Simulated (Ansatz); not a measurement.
`NB([SiH3])CF` → `BN(C)[SiH2]F`  (isomerisation)

Calculated with Ansatz (gas phase, PBE0-D4/def2-TZVP geometries, no zero-point term in ΔE). CCSD(T)/CBS is the MP2 limit (def2-TZVPP, def2-QZVPP) plus CCSD(T) − MP2 in def2-TZVPP, frozen cores. Functionals use def2-TZVPP. B3LYP here is the variant with VWN-RPA as its local correlation; programs differ in this. Each species was taken in one conformer, which may not be the lowest.

(1) Is it downhill or uphill in electronic energy at CCSD(T)/CBS, and by how much? (Best estimate.)

(2) What do these levels give: B3LYP-D4, PBE, PBE0, SCS-MP2/def2-QZVPP, MP2/CBS(def2), CCSD/CBS(def2)? (Best estimate.)

Largest T1 diagnostic among the species: 0.013.

Results:

(1) Computed: Downhill: ΔE = -219.7 kJ/mol.

(2) The calculation gave: B3LYP-D4 -207.1, PBE -178.6, PBE0 -190.6, SCS-MP2/def2-QZVPP -235.3, MP2/CBS(def2) -236.5, CCSD/CBS(def2) -221.9 kJ/mol.

From PBE to PBE0 (25 % exact exchange), in def2-TZVPP and without D4, ΔE moves by −12.0 kJ/mol.
